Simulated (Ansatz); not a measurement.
Reaction (ligand exchange at a B–C bond): `CB[SiH2]C` + `[NH2][AlH2]` → `C[SiH2]B[NH][AlH2]` + CH₄

Gas-phase electronic energies from Ansatz, PBE0-D4/def2-TZVP geometries. CCSD(T)/CBS is the MP2 limit (def2-TZVPP, def2-QZVPP) plus CCSD(T) − MP2 in def2-TZVPP, frozen cores. This one scheme is used for every species. DFT in def2-TZVPP. Each species was taken in one conformer, which may not be the lowest.

`CB[SiH2]C`:

Cartesian coordinates in Å:
```
C -0.631 1.270 1.405
B -1.289 0.384 0.313
Si -0.278 -0.820 -0.954
C 1.586 -0.838 -0.712
H -1.254 1.441 2.286
H 0.382 0.995 1.707
H -0.551 2.256 0.913
H -2.480 0.458 0.170
H -0.593 -0.419 -2.360
H -0.812 -2.208 -0.788
H 1.842 -1.165 0.298
H 2.070 -1.516 -1.418
H 2.007 0.160 -0.859
```

`[NH2][AlH2]`:

```xyz
6

N    -0.779    0.096    0.513
Al    0.688   -0.085   -0.453
H    -0.807    0.120    1.520
H    -1.709    0.189    0.137
H     2.067   -0.218    0.313
H     0.539   -0.102   -2.029
```

`C[SiH2]B[NH][AlH2]`:

Cartesian coordinates in Å:
```
C -0.535 -1.170 1.598
Si -0.236 0.671 1.361
B 0.319 1.471 -0.413
N 0.532 0.869 -1.667
Al 0.394 -0.838 -2.232
H -1.342 -1.532 0.959
H 0.358 -1.755 1.368
H -0.810 -1.367 2.637
H 0.811 1.104 2.339
H -1.479 1.403 1.761
H 0.483 2.666 -0.339
H 0.809 1.529 -2.385
H -0.035 -1.971 -1.227
H 0.728 -1.080 -3.760
```

CH₄:

Z-matrix (Å, degrees):
```
C
H 1 1.090
H 1 1.090 2 109.5
H 1 1.090 2 109.5 3 -120.0
H 1 1.090 2 109.5 3 120.0
```

**Question.** Is it downhill or uphill in electronic energy at CCSD(T)/CBS, and by how much? (Best estimate.)

**Answer.** The calculation gave: Downhill: ΔE = -120.1 kJ/mol.

**Question.** What do these levels give: r2SCAN-D4, PBE0-D4, ωB97X-V, r2SCAN, SCS-MP2/def2-TZVPP, CCSD(T)/def2-TZVPP? (An estimate is asked.)

**Answer.** Ansatz gave: r2SCAN-D4 -118.8, PBE0-D4 -119.5, ωB97X-V -117.6, r2SCAN -117.7, SCS-MP2/def2-TZVPP -123.0, CCSD(T)/def2-TZVPP -122.6 kJ/mol.

Largest T1 diagnostic among the species: 0.012.

The D4 term adds −6.2 kJ/mol with B3LYP and −3.6 kJ/mol with PBE0; it sums over pairs of atoms, weighted by their polarisabilities, and B3LYP, whose exchange is more repulsive, gets the larger term. In def2-TZVPP, CCSD(T) changes the Hartree–Fock value by −8.9 kJ/mol (the triples alone add −3.0 kJ/mol) and MP2 by −10.9 kJ/mol.

B3LYP here is the variant with VWN-RPA as its local correlation; programs differ in this.
